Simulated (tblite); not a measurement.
Record of a relaxation.

Species: C₆H₈O₂.
SMILES with atom numbers: `[CH3:1][O:2][C@@H:3]1[CH2:4][CH:5]=[CH:6][C:7]1=[O:8]` (hydrogens: H9, H10, H11 on C1; H12 on C3; H13, H14 on C4; H15 on C5; H16 on C6)

Computed with GFN2-xTB (tblite), gas phase: L-BFGS steps from a force-field or distance-geometry start until the largest atomic force falls under 0.01 eV/Å. 6 of its 64 geometries are shown.

Step 0: E = -680.5871 eV, largest atomic force 2.988 eV/Å
```
atom  x, y, z in Å  |  force x, y, z in eV/Å
C1      2.404    0.320    0.516   -0.564   0.423  -0.026
O2      1.248    0.798   -0.197    0.588  -0.790   0.586
C3      0.283   -0.218   -0.379   -1.092   0.943  -0.666
C4     -0.858    0.357   -1.265   -0.393  -0.531   0.304
C5     -2.104    0.219   -0.427   -0.683   0.513  -0.769
C6     -1.932   -0.346    0.757    0.865   0.008  -0.293
C7     -0.493   -0.655    0.856    0.424  -1.137   2.730
O8     -0.011   -1.206    1.846   -0.115   0.574  -1.192
H9      2.155    0.113    1.563   -0.044  -0.142  -0.147
H10     3.149    1.110    0.502   -0.057   0.146  -0.164
H11     2.808   -0.571    0.037   -0.001  -0.108  -0.016
H12     0.710   -1.094   -0.871    0.294  -0.219   0.087
H13    -0.691    1.397   -1.524    0.162   0.097  -0.035
H14    -0.958   -0.237   -2.179   -0.050   0.225  -0.013
H15    -3.068    0.574   -0.792    0.337  -0.058  -0.077
H16    -2.648   -0.552    1.545    0.329   0.055  -0.310
```

Step 13: E = -680.7754 eV, largest atomic force 0.056 eV/Å
```
atom  x, y, z in Å  |  force x, y, z in eV/Å
C1      2.370    0.317    0.521   -0.032   0.006  -0.021
O2      1.225    0.767   -0.168    0.006   0.022   0.002
C3      0.242   -0.223   -0.384    0.037   0.000   0.000
C4     -0.872    0.353   -1.268    0.035  -0.034   0.017
C5     -2.105    0.230   -0.441   -0.026  -0.005  -0.010
C6     -1.890   -0.331    0.748    0.015   0.010  -0.004
C7     -0.473   -0.665    0.910    0.012  -0.031  -0.025
O8      0.059   -1.200    1.852   -0.001   0.009   0.054
H9      2.151    0.078    1.565   -0.005   0.008  -0.018
H10     3.086    1.136    0.471   -0.014  -0.019   0.028
H11     2.791   -0.572    0.037    0.022   0.013  -0.011
H12     0.714   -1.113   -0.833   -0.011  -0.017  -0.033
H13    -0.654    1.395   -1.510    0.011  -0.020   0.038
H14    -0.978   -0.194   -2.207    0.003   0.021  -0.018
H15    -3.056    0.565   -0.817   -0.052   0.016  -0.015
H16    -2.617   -0.535    1.513   -0.001   0.021   0.017
```

Step 25: E = -680.7785 eV, largest atomic force 0.031 eV/Å
```
atom  x, y, z in Å  |  force x, y, z in eV/Å
C1      2.365    0.317    0.517    0.009  -0.008  -0.003
O2      1.222    0.756   -0.178   -0.003   0.009  -0.002
C3      0.242   -0.239   -0.389   -0.002  -0.002  -0.011
C4     -0.869    0.345   -1.269   -0.028   0.005   0.012
C5     -2.106    0.220   -0.446   -0.005   0.010   0.012
C6     -1.888   -0.329    0.749    0.001   0.002  -0.001
C7     -0.472   -0.669    0.911    0.008   0.028   0.007
O8      0.059   -1.181    1.867   -0.002   0.000  -0.016
H9      2.136    0.060    1.555    0.010   0.002  -0.005
H10     3.068    1.147    0.487   -0.005  -0.001   0.029
H11     2.809   -0.558    0.026    0.008   0.003  -0.010
H12     0.712   -1.126   -0.845   -0.007  -0.025   0.004
H13    -0.646    1.393   -1.479   -0.003  -0.025  -0.010
H14    -0.971   -0.176   -2.223    0.008   0.015   0.019
H15    -3.058    0.562   -0.819    0.003  -0.011  -0.005
H16    -2.610   -0.512    1.524    0.008  -0.001  -0.021
```

Step 38: E = -680.7798 eV, largest atomic force 0.022 eV/Å
```
atom  x, y, z in Å  |  force x, y, z in eV/Å
C1      2.370    0.312    0.514   -0.003  -0.003  -0.007
O2      1.230    0.749   -0.193   -0.003  -0.012   0.008
C3      0.241   -0.240   -0.391   -0.003  -0.002   0.014
C4     -0.872    0.346   -1.269    0.017  -0.011   0.007
C5     -2.108    0.219   -0.446    0.004  -0.001  -0.007
C6     -1.887   -0.321    0.752    0.002   0.009  -0.002
C7     -0.470   -0.656    0.916   -0.008  -0.005  -0.010
O8      0.060   -1.167    1.873    0.003   0.013  -0.002
H9      2.126    0.025    1.540    0.003   0.000  -0.006
H10     3.055    1.158    0.523   -0.005   0.001   0.009
H11     2.842   -0.538    0.009   -0.004  -0.005  -0.013
H12     0.696   -1.140   -0.839    0.006   0.020   0.006
H13    -0.645    1.393   -1.476   -0.012  -0.003  -0.002
H14    -0.973   -0.171   -2.224    0.001  -0.001   0.004
H15    -3.063    0.545   -0.826    0.003   0.006   0.004
H16    -2.610   -0.504    1.527    0.000  -0.005  -0.001
```

Step 50: E = -680.7807 eV, largest atomic force 0.018 eV/Å
```
atom  x, y, z in Å  |  force x, y, z in eV/Å
C1      2.371    0.306    0.509    0.012  -0.005  -0.002
O2      1.227    0.755   -0.182    0.000   0.009   0.010
C3      0.241   -0.236   -0.385    0.001   0.001   0.001
C4     -0.871    0.341   -1.269   -0.006   0.007  -0.002
C5     -2.109    0.217   -0.449    0.002   0.000  -0.004
C6     -1.890   -0.318    0.752   -0.011   0.002  -0.002
C7     -0.472   -0.645    0.922   -0.009  -0.013   0.009
O8      0.059   -1.137    1.887   -0.002  -0.007   0.000
H9      2.129   -0.029    1.521    0.005   0.006  -0.007
H10     3.045    1.159    0.557   -0.006   0.002  -0.002
H11     2.855   -0.516   -0.032    0.004   0.000  -0.005
H12     0.703   -1.133   -0.830    0.000  -0.005   0.003
H13    -0.650    1.388   -1.486    0.004  -0.003  -0.003
H14    -0.970   -0.184   -2.220    0.004   0.004   0.003
H15    -3.062    0.545   -0.830    0.001  -0.006  -0.001
H16    -2.614   -0.504    1.524    0.001   0.008   0.001
```

Step 63: E = -680.7813 eV, largest atomic force 0.007 eV/Å
```
atom  x, y, z in Å  |  force x, y, z in eV/Å
C1      2.378    0.306    0.501   -0.003   0.004  -0.004
O2      1.221    0.759   -0.164   -0.004  -0.005   0.001
C3      0.239   -0.235   -0.374   -0.001  -0.002   0.002
C4     -0.869    0.337   -1.267    0.005  -0.002   0.002
C5     -2.111    0.216   -0.453    0.000   0.001   0.002
C6     -1.898   -0.312    0.752    0.002  -0.004   0.001
C7     -0.482   -0.644    0.929    0.002   0.002  -0.004
O8      0.044   -1.140    1.895    0.000   0.000   0.000
H9      2.152   -0.064    1.505   -0.002   0.001  -0.004
H10     3.038    1.167    0.569    0.005   0.002   0.001
H11     2.869   -0.491   -0.071    0.002  -0.001   0.000
H12     0.707   -1.132   -0.815   -0.001   0.000   0.003
H13    -0.647    1.383   -1.487    0.001   0.004   0.002
H14    -0.960   -0.192   -2.217   -0.003  -0.003   0.001
H15    -3.063    0.538   -0.840    0.002   0.004  -0.005
H16    -2.626   -0.490    1.523   -0.004  -0.002   0.001
```

Task: Summarise the path.

Result: The energy falls by 18.74 kJ/mol from step 0 to step 63; nine tenths of that is first reached at step 6. It falls at every step. The largest force goes from 2.988 to 0.007 eV/Å. Among the bonds C1–O2 changes most, from 1.440 to 1.410 Å; the atoms move by 0.087 Å rms after alignment.

The cost below is that of the whole relaxation. On one thread, Arm Neoverse N1 (aarch64), on a shared host, this took 0.54 s of wall time.
